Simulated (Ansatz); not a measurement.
Coupled-cluster diagnostics for Se₃⁺, Ansatz.

Geometry of the doublet (r2SCAN-D4/def2-TZVP):

```csv
atom,x (Å),y (Å),z (Å)
Se1,-0.104,0.158,1.368
Se2,-1.066,0.158,-0.709
Se3,1.170,-0.316,-0.660
```

Correlated methods freeze 27 core orbitals; core or outer-core shells of Se are correlated, in sets that lack core-valence functions. In CCSD on the charge 1 doublet the largest single amplitude is 0.18, so its Hartree–Fock determinant may place the open shell otherwise than the density functionals do. The structure comes from a short search, and lower isomers may exist.

Geometry of the charge 1 quartet (r2SCAN-D4/def2-TZVP):

```xyz
3

Se    0.0791   -0.5832   -1.4777
Se    0.2128    1.1524    0.0215
Se   -0.2919   -0.5693    1.4562
```

(1) Estimate the CCSD(T) correlation energy, the shares of MP2 and (T), T1 and the reference's ⟨S²⟩ for: charge 1, doublet, own geometry in def2-SVP; charge 1, quartet, own geometry in def2-SVP; and the rough time on 4 threads of Arm Neoverse V1 on a shared host.

Answers

(1) 
| state | basis | correlation (eV) | MP2 share (%) | (T) share (%) | T1 | ⟨S²⟩ (pure) | wall time |
| --- | --- | --- | --- | --- | --- | --- | --- |
| charge 1, doublet, own geometry | def2-SVP | -19.219 | 96.0 | 3.6 | 0.021 | 0.77 (0.75) | 9.5 s |
| charge 1, quartet, own geometry | def2-SVP | -18.526 | 95.6 | 3.4 | 0.018 | 3.79 (3.75) | 7.5 s |
Customary marks for T1 are 0.02 (closed shells), 0.045 (open shells) and about 0.05 (3d metals). T1 exceeds 0.02 in 1 of 2 rows and 0.045 in 0; the higher it lies, the less the single-reference result can be trusted.
